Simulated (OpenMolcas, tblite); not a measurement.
CH4AlIn (SMILES [CH2]1[AlH][InH]1): methods side by side

CH4AlIn has 7 atoms, charge 0, and is taken as a singlet. As SMILES, `[CH2]1[AlH][InH]1`. The shape is that of a PBE0-D4/def2-TZVP optimisation.

Quantity: the dipole moment, in D. The values are calculated.

```tsv
level	kind	program	value (D)	CPU time
IPEA1-xTB	semi-empirical	tblite	1.89	under 2 s
HF/def2-SVPD (core potential)	Hartree–Fock	OpenMolcas	0.99	16 s
SVWN5/def2-SVPD (core potential)	LDA	OpenMolcas	0.47	32 s
revPBE/def2-SVPD (core potential)	GGA	OpenMolcas	0.58	41 s
r2SCAN/def2-SVPD (core potential)	meta-GGA	OpenMolcas	0.56	50 s
PBE0/def2-SVPD (core potential)	global hybrid	OpenMolcas	0.71	36 s
```

The values span 0.47 to 1.89 D. Magnitudes only. Times are those of the runs behind each value, whatever else they computed, on shared processors of several kinds: orders of magnitude only.
